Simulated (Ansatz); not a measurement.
Ansatz (a program for electronic structure) input:

Ansatz 0.2 input:
```yaml
crystal:
  periodic: [false, false, false]
  atoms:
    - {symbol: C, position_ang: [-2.41210210, 0.78899576, -0.93506274]}
    - {symbol: Si, position_ang: [-1.36423713, -0.65311489, -0.48207749]}
    - {symbol: O, position_ang: [-0.21556554, -0.09084912, 0.78215978]}
    - {symbol: Si, position_ang: [1.58523712, -0.23242545, 0.79625924]}
    - {symbol: C, position_ang: [2.22168122, 0.95282110, -0.45773064]}
    - {symbol: H, position_ang: [-1.81595159, 1.61715245, -1.32085432]}
    - {symbol: H, position_ang: [-3.00676829, 1.14090198, -0.08957031]}
    - {symbol: H, position_ang: [-3.11209561, 0.48526789, -1.71881834]}
    - {symbol: H, position_ang: [-2.05869147, -1.76829075, 0.17527569]}
    - {symbol: H, position_ang: [-0.38194991, -1.08773235, -1.48515599]}
    - {symbol: H, position_ang: [-0.60339805, 0.24420040, 1.60460971]}
    - {symbol: H, position_ang: [1.77950259, -1.65422679, 0.48528526]}
    - {symbol: H, position_ang: [1.84434815, 0.10731803, 2.20277506]}
    - {symbol: H, position_ang: [1.87806286, 0.70447361, -1.46321033]}
    - {symbol: H, position_ang: [3.31452305, 0.90493715, -0.46514507]}
    - {symbol: H, position_ang: [1.93546805, 1.97945518, -0.22425400]}
basis:
  gaussian:
    orbitals: def2-SVP
hamiltonian:
  xc: {name: PBE0}
total_charge: 1
```

Problem. Which total energy does the run end on?

Solution. -736.12544 Eh (PBE0/def2-SVP). The basis has 133 functions.

It need not be the lowest isomer of its formula.
